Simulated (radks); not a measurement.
Isoelectronic series with 9 electrons, all held in the configuration [He] 2s2 2p5, which need not be the ground one along the series. Calculated with a radial shooting solver on a logarithmic mesh with Libxc functionals: Dirac Kohn-Sham, LDA (Slater exchange, Perdew-Wang correlation), spin-unpolarised, spherical densities, finite nucleus; open shells are shared between the two j in proportion to 2j + 1; Fermi nuclear charge, rms radius of each element as measured or else 0.836 A^(1/3) + 0.57 fm. Total energies (hartree) and mean radii <r> (bohr):

ion    E (hartree)   2p3/2   2p1/2   2s1/2    1s1/2
F        -99.18887   1.105   1.103   1.010   0.1772
Ne+     -127.54223  0.8840  0.8819  0.8686   0.1587
Mg3+    -195.61946  0.6423  0.6404  0.6742   0.1311
Al4+    -235.34096  0.5667  0.5648  0.6057   0.1205
Si5+    -278.85517  0.5075  0.5056  0.5498   0.1116
P6+     -326.16730  0.4597  0.4578  0.5032   0.1038
S7+     -377.28363  0.4203  0.4183  0.4638  0.09705
Cl8+    -432.21132  0.3872  0.3851  0.4301  0.09110
Ar9+    -490.95835  0.3590  0.3568  0.4009  0.08583
K10+    -553.53340  0.3346  0.3324  0.3754  0.08113
Ca11+   -619.94581  0.3134  0.3111  0.3528  0.07690
Sc12+   -690.20561  0.2947  0.2923  0.3328  0.07309
Ti13+   -764.32352  0.2781  0.2757  0.3149  0.06962
V14+    -842.31094  0.2633  0.2608  0.2988  0.06647
Cr15+   -924.17979  0.2500  0.2474  0.2843  0.06358
Mn16+  -1009.94276  0.2380  0.2353  0.2710  0.06092
Fe17+  -1099.61327  0.2270  0.2243  0.2589  0.05847
Co18+  -1193.20527  0.2171  0.2142  0.2478  0.05620
Ni19+  -1290.73367  0.2079  0.2050  0.2376  0.05410
Cu20+  -1392.21334  0.1995  0.1965  0.2282  0.05214
